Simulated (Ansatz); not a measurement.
methylamine (CH$_{5}$N), singlet, geometry from GFN2-xTB; MP2/def2-SVP in Ansatz (a first-principles code).

The Ansatz input:
Ansatz 0.2 input:
```yaml
crystal:
  periodic: [false, false, false]
  atoms:
    - {symbol: C, position_ang: [0.06015742, 0.70059241, -0.00131411]}
    - {symbol: N, position_ang: [0.03966195, -0.75172453, 0.00299697]}
    - {symbol: H, position_ang: [-0.93451955, 1.16943137, -0.01795391]}
    - {symbol: H, position_ang: [-0.46398692, -1.09295311, 0.81518120]}
    - {symbol: H, position_ang: [-0.43905591, -1.09816464, -0.82195807]}
    - {symbol: H, position_ang: [0.58603787, 1.04291425, 0.88931393]}
    - {symbol: H, position_ang: [0.61294631, 1.03728935, -0.87767727]}
basis:
  gaussian:
    orbitals: def2-SVP
magnetization: {spin_polarized: false}
correlation: {method: mp2}
```

The log (banner, timings and long lists left out):

```
Functional definition: HF
548 factors; integrals over basis functions are off by at most 1.2e-3 eV
mean field evaluation 1: about -2587.3949 eV, gradient 2.6e1 eV
mean field evaluation 2: about -2587.3965 eV, gradient 2.6e1 eV
mean field evaluation 4: about -2589.0150 eV, gradient 2.3e0 eV
mean field evaluation 8: about -2589.0321 eV, gradient 3.5e-2 eV
mean field -2589.03210849 eV, -95.1451750779 hartree, gradient 2.7e-6 eV, S^2 0.000000; 0 other end points of the search recorded, 0 dependent functions left out
2 core orbitals not correlated
reference -2589.03210849 eV, -95.1451750779 hartree; 7, 7 occupied and 44, 44 virtual orbitals, 548 factors
second order -8.83334732 eV of doubles, -0.00000000 eV of singles
Total energy: -2597.86545580 eV, -95.4697946043 hartree
```
